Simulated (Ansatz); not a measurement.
Ideal-gas functions of CH$_{2}$BNTe (`B1N=C[Te]1`) at 500 K and 1 bar, from an Ansatz frequency run at PBE0-D4/def2-TZVP.

Molar mass 166.45 g/mol, point group C1 (symmetry number 1), electronic degeneracy 1, moments of inertia 29.549, 167.876, 193.618 u Å². Harmonic wavenumbers (cm⁻¹, unscaled): 259, 390, 439, 606, 769, 866, 927, 1064, 1244, 1532, 2686, 3081.

Use S(trans) = R[1.5 ln M + 2.5 ln T − 1.1517]; rotational temperatures θ = 24.2544 K / I; S(rot) = R[ln(√π/σ · √(T³/θAθBθC)) + 1.5]; for each mode x = 1.438777 ν̃/T, S = R[x/(eˣ − 1) − ln(1 − e⁻ˣ)] and H = RT x/(eˣ − 1); 1 cm⁻¹ = 0.0119627 kJ/mol; R = 8.31446 J/(mol·K).

**Question.** By hand: the entropy, in J/(mol·K).

**Answer.** Translation 183.4. Rotation: θ = 0.8208, 0.1445, 0.1253 K, giving 112.2. Vibration, mode by mode: 10.95, 7.78, 6.90, 4.67, 3.22, 2.59, 2.25, 1.65, 1.09, 0.55, 0.03, 0.01, in all 41.7. Electronic 0.0. Sum 337.3 J/(mol·K).

**Question.** By hand: H − E and G − E in kJ/mol, counted from the electronic energy.

**Answer.** Zero-point energy ½ × 13863 × 0.0119627 = 82.9; thermal vibration 12.8; translation, rotation and pV give 4 RT = 16.6. H − E = 112.3 kJ/mol, and G − E = 112.3 − 500 × 337.3/1000 = -56.3 kJ/mol.

Vibration gives 12 % of the entropy. The sum counts one conformer and one mirror image; others add a mixing term.
